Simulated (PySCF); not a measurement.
**GaF₃, singlet: structure and spectrum**

Method: PBE0 in PySCF with Ga def2-TZVP, F def2-TZVP; no relativity; density-fitted integrals.

The structure is a minimum.

* Point group: D3h
* Bond lengths: Ga–F 1.724 Å (×3)
* Bond angles: F–Ga–F 120.0° (×3)
* Dipole moment: 0.00 D
* Atomisation energy without zero-point energy: 1367 kJ/mol
* Enthalpy at 298.15 K above 0 K: 15.30 kJ/mol
* Rotational symmetry number: 6
* Zero-point energy: 16.4 kJ/mol
* Heat capacity Cp at 298.15 K: 66.4 J/(mol K)
* Lowest empty level: -2.35 eV
* Principal polarisabilities: 17.0, 23.4, 23.4 bohr³
* Entropy at 298.15 K and 1 bar: 292.8 J/(mol K)
* Rotational constants: 0.199, 0.199, 0.09948 cm⁻¹
* Highest occupied level: -11.77 eV
* Principal quadrupole moments (Buckingham, traceless) about the centre of mass: -4.78, -4.78, 9.56 D Å

Harmonic modes (masses in u: Ga 68.926, F 18.998):
```
symmetry  ω (cm⁻¹)  IR (km/mol, summed over degenerate members)  μ (u)
      e'       182                                         61.4  21.58
    a2''       201                                         61.8  28.27
     a1'       671                                          0.0  19.00
      e'       755                                          219  23.99
```

In D3h the vibrations span 2e' + a2'' + a1'. The a1' mode carries no infrared intensity, as symmetry demands.

Charges (e):
```csv
atom,Mulliken,Löwdin,polar tensor,Mayer order to Ga1
Ga1,1.00,0.24,1.86,–
"F2,3,4",-0.33,-0.08,-0.62,1.06
```

Mulliken populations on Ga1: s 6.67, p 12.87, d 10.33, f 0.14.

Outer orbital energies (eV). occupied: -13.19, -13.19, -12.57, -11.94, -11.94, -11.84, -11.84, -11.77; empty: -2.35, -0.88, 1.96, 1.96.

Counting electrons, gallium keeps none of its valence electrons outside its bonds, so the VSEPR class is AX3 and the expected shape is trigonal planar (D3h), as computed.

The final relaxation and frequency run took of the order of 2.6 core-minutes on a shared host.
